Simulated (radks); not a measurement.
Question: Ce I, configuration [Xe] 4f1 5d1 6s2. Calculated with a radial shooting solver on a logarithmic mesh with Libxc functionals: Dirac Kohn-Sham, Wu-Cohen GGA, spin-unpolarised, spherical densities, point nucleus; open shells fill j = l - 1/2 first. Some entries of the table are withheld. Estimate them.

orbital,occ.,eigenvalue (hartree),r(max) (bohr),<r> (bohr)
1s1/2,2,-1478.473,0.01574,0.02457
2s1/2,2,-236.6177,0.08923,0.1048
2p1/2,2,-223.4290,0.06797,0.08794
2p3/2,4,-207.0146,0.07323,0.09415
3s1/2,2,-50.94170,0.2549,0.2784
3p1/2,2,-45.35296,0.2416,0.2681
3p3/2,4,-42.12818,0.2530,0.2803
3d3/2,4,-32.34500,0.2033,0.2514
3d5/2,6,-31.65249,0.2065,0.2552
4s1/2,2,-10.29905,0.5934,0.6374
4p1/2,2,-8.22357,0.6026,(1)
4p3/2,4,-7.52956,0.6270,(2)
4d3/2,4,-4.12084,(3),0.7390
4d5/2,6,-3.99932,(4),0.7487
5s1/2,2,-1.48753,1.371,1.517
5p1/2,2,-0.92099,1.498,1.704
5p3/2,4,-0.81951,1.566,1.788
4f5/2,1,-0.20215,0.7060,1.100
4f7/2,0,-0.18996,0.7108,1.112
6s1/2,2,-0.13821,3.740,4.316
5d3/2,1,-0.11590,2.150,2.919
5d5/2,0,-0.10853,2.191,2.990
6p1/2,0,(5),4.695,5.650
6p3/2,0,(6),4.901,5.952

Answer: 
(1) 4p1/2 <r> (bohr): 0.6561
(2) 4p3/2 <r> (bohr): 0.6835
(3) 4d3/2 r(max) (bohr): 0.6479
(4) 4d5/2 r(max) (bohr): 0.6559
(5) 6p1/2 eigenvalue (hartree): -0.05317
(6) 6p3/2 eigenvalue (hartree): -0.04620
